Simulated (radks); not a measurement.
Hf43+, 29 electrons, occupied as [Ar] 3d10 4s1 (the NIST ground configuration).

All-electron calculation, Dirac Kohn-Sham, exchange-only PBE, spin-unpolarised, spherical densities, finite nucleus; Fermi nuclear charge, rms radius 5.347 fm. Program: a radial shooting solver on a logarithmic mesh with Libxc functionals.

Energy parts (eV):
part                  energy
total             -377118.94
kinetic            424928.06
electron-nucleus  -870167.83
Hartree             74381.88
exchange            -6261.04

Orbitals (lengths in bohr, moments of r in powers of bohr):
orbital,occ.,eigenvalue (eV),<1/r>
1s1/2,2,-67289.31,83.79
2s1/2,2,-13205.88,20.35
2p1/2,2,-12717.86,20.32
2p3/2,4,-11520.17,17.27
3s1/2,2,-4498.014,7.613
3p1/2,2,-4285.388,7.531
3p3/2,4,-4017.270,6.748
3d3/2,4,-3665.118,6.630
3d5/2,6,-3605.618,6.443
4s1/2,1,-2199.746,3.726

The highest occupied level is 4s1/2 at -2199.7 eV. For comparison, the ionisation energy in NIST's Atomic Spectra Database is 2219 eV (semi-empirical). In exact Kohn-Sham theory the highest level is minus the ionisation energy, but local and semilocal functionals leave it too shallow, through self-interaction and a potential that decays too fast; potentials with the right tail come closer. The density falls to 0.001 e/bohr^3 at r = 0.91 bohr. Summed over all electrons, <r^2> = 1.012 bohr^2, which gives a Langevin (diamagnetic) susceptibility term of -0.801 x 10^-6 cm^3/mol.

Beside tabulated values, note that spin-unpolarised runs miss the spin-polarisation part of the exchange energy of open shells.
